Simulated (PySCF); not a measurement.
SMILES CC(C)C[SiH2]c1cccs1 (C8H14SSi), GFN2-xTB optimised geometry. Atoms within 1.6 Å of the plane z = 1.0 Å (x, y, z in Å): Si5 (1.04, -1.79, 0.01), C6 (-0.14, -0.33, 0.00), C7 (-1.50, -0.33, 0.00), C8 (-2.07, 0.95, 0.00), C9 (-1.14, 1.94, 0.00), S10 (0.46, 1.30, 0.00), H20 (1.70, -1.87, 1.32), H21 (0.24, -3.00, -0.21), H22 (-2.08, -1.24, 0.00), H23 (-3.13, 1.14, 0.00), H24 (-1.28, 3.00, 0.00).

Calculation: CAM-B3LYP/def2-SVP (PySCF 2.14.0).

Map of the electrostatic potential (hartree/e), clipped to [-0.08, 0.12] on the plane z = 1.0 Å:

```
|    ..............             |
|    ..............             |
|   ...............             |
|  .................            |
| ..........::......            |
| .........::::.....            |
|..........:--::...             |
|..........:--:::...            |
|..........:-==---:.            |
|..........:*%#++*+:            |
|..........:*@%#@@@+.           |
|.....:::-===**%@@@%:           |
|.....::-+%#==+%@@@@-.          |
|.....:::+%#=-=*@@@#-..         |
|.......:-=+=--+*#*=-...        |
|........:-*#+=*#*=--:...       |
|.........-#@+=#@*===-:..       |
|.........-+*=:+**##*=:..       |
| .......::--:.-+@@@@%=.        |
| .......:::...-#@@@@@%:        |
|  ......::...:=@@@@@@@:        |
|   ..........:-%@@@@@@:        |
|   ...........:=%@@@%=.        |
|    ......    .:-+++-:.        |
|               ..::::..        |
|                  .....        |
|                               |
|                               |
|                               |
|                               |
|                               |
```
Scale: ten equal steps from -0.010 (start of ' ') to 0.120 (end of '@'), in the order ' .:-=+*#%@'; x runs from -5.50 to 5.50, y from -5.50 (bottom) to 5.50 (top).
